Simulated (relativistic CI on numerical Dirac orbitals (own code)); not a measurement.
V⁵⁺ in a cubic cluster: 2p photoemission with charge transfer

Computed with a charge-transfer multiplet model of a cubic metal-ligand cluster with up to 2 ligand holes, Slater and spin-orbit integrals from Dirac-Coulomb-Breit ions, Slater integrals scaled by 0.9. The parameters are those of a tetrahedral site (10Dq negative, t2 hopping the larger). The ground state mixes d0 with configurations of k ligand holes L, whose averages lie at kΔ + k(k − 1)U_dd/2; a core hole lowers each added d electron by U_cd. 300 K, Lorentzian 0.6 eV and Gaussian 0.8 eV FWHM.

Atomic integrals in eV (Slater integrals scaled, ζ unscaled), ground: F2dd 9.064, F4dd 5.680, zeta_d 0.024; with the core hole: F2dd 9.064, F4dd 5.680, zeta_d 0.047, zeta_core 4.606, F2cd 6.737, G1cd 5.189, G3cd 2.951. Where a configuration has fewer than two d electrons, the dd integrals are those of d2.

Cluster parameters (eV): Δ = 1.7, U_dd = 5.3, U_cd = 5.9, 10Dq = -0.35, 10Dq(ligand) = 0, final-state hopping factor = 1.

| Case | n_d | d0 | d1L | d2L2 | S |
| --- | --- | --- | --- | --- | --- |
| V(eg) = 0.58 eV, V(t2g) = -0.98 eV | 0.51 | 0.53 | 0.42 | 0.04 | 0.00 |
| V(eg) = 1.18 eV, V(t2g) = -2 eV | 0.75 | 0.37 | 0.51 | 0.12 | 0.00 |
| V(eg) = 1.78 eV, V(t2g) = -3.02 eV | 0.86 | 0.31 | 0.52 | 0.17 | 0.00 |

Weights, n_d and S are thermal averages at 300 K. Binding energies count from the first peak over 30 % of the highest in each spectrum, which can be another peak from case to case. The parameters are a model scan and need not match a compound or its usual spin state. Peaks in eV (height, largest 100):
- V(eg) = 0.58 eV, V(t2g) = -0.98 eV: 0.0 (100), 4.8 (20), 7.5 (71), 14.1 (16), 16.3 (10)
- V(eg) = 1.18 eV, V(t2g) = -2 eV: 0.0 (100), 2.5 (6), 4.4 (7), 7.6 (40), 11.3 (11), 18.7 (6)
- V(eg) = 1.78 eV, V(t2g) = -3.02 eV: 0.0 (100), 7.5 (30)

Curve for V(eg) = 1.78 eV, V(t2g) = -3.02 eV (points under 2 left out, the grid thinned):

```tsv
E (eV)	Intensity
-2.8	2.0
-2.4	2.7
-2.1	3.6
-1.7	5.7
-1.3	10.3
-0.9	23.9
-0.6	48.0
-0.2	91.3
0.2	91.9
0.5	59.9
0.9	24.4
1.3	10.7
1.6	6.7
2.0	4.3
2.4	3.2
2.8	2.6
3.1	2.5
3.5	2.8
3.9	3.9
4.2	5.4
4.6	7.6
5.0	9.7
5.4	11.3
5.7	12.1
6.1	12.8
6.5	13.9
6.8	16.6
7.2	24.9
7.6	30.0
7.9	24.3
8.3	14.5
8.7	10.7
9.1	8.1
9.4	5.4
9.8	2.8
14.4	2.2
14.7	2.8
15.1	4.0
15.5	4.7
15.8	4.8
16.2	4.5
16.6	3.3
22.9	2.1
23.2	2.5
23.6	2.0
```

A d0 ion has no d-d gap: its lowest excitations are ligand-to-metal charge transfer. With the core hole the average of the configuration with one ligand hole lies at Δ − U_cd = -4.2 eV before mixing: the effective hopping of about 5.2 eV (from the holes of the mixed ground state) is comparable with this gap or larger, so the configurations mix strongly.

With at most 2 ligand holes the space is cut while the next configuration still counts, so covalency is underestimated, and a final configuration with one more ligand hole, which can lie low, is missing from the spectra.
